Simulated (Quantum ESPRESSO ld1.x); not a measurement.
Q: These are the eigenvalues of the occupied orbitals of an atom or ion with whole-number occupations (hartree). Method: scalar-relativistic Kohn-Sham, LDA (Slater exchange, VWN5 correlation), spin-polarised, spherical densities, point nucleus; computed with ld1.x of Quantum ESPRESSO 7.5.

orbital  eigenvalue
1s up     -551.6081
1s down   -551.6078
2s up      -73.6975
2s down    -73.6973
2p up      -65.3910
2p down    -65.3908
3s up      -10.9123
3s down    -10.9120
3p up       -8.2487
3p down     -8.2484
3d up       -3.8276
3d down     -3.8272
4s up       -1.1734
4s down     -1.1720
4p up       -0.5884
4p down     -0.5857
5s up       -0.0936

Which element is it, and in what charge state? The configuration may be excited. Open shells, if any, are filled with parallel spins first.

A: Z = 37, rubidium, charge 0: Rb in [Kr] 5s1. The list shows which subshells hold electrons but not how many an open one holds; the 1s level, -551.61 hartree, gives Z - s = 33.2 by -(Z - s)^2/2, which with screening and relativity narrows Z to a few neighbours, and the depths of the outer levels then fix element, charge and occupations together.
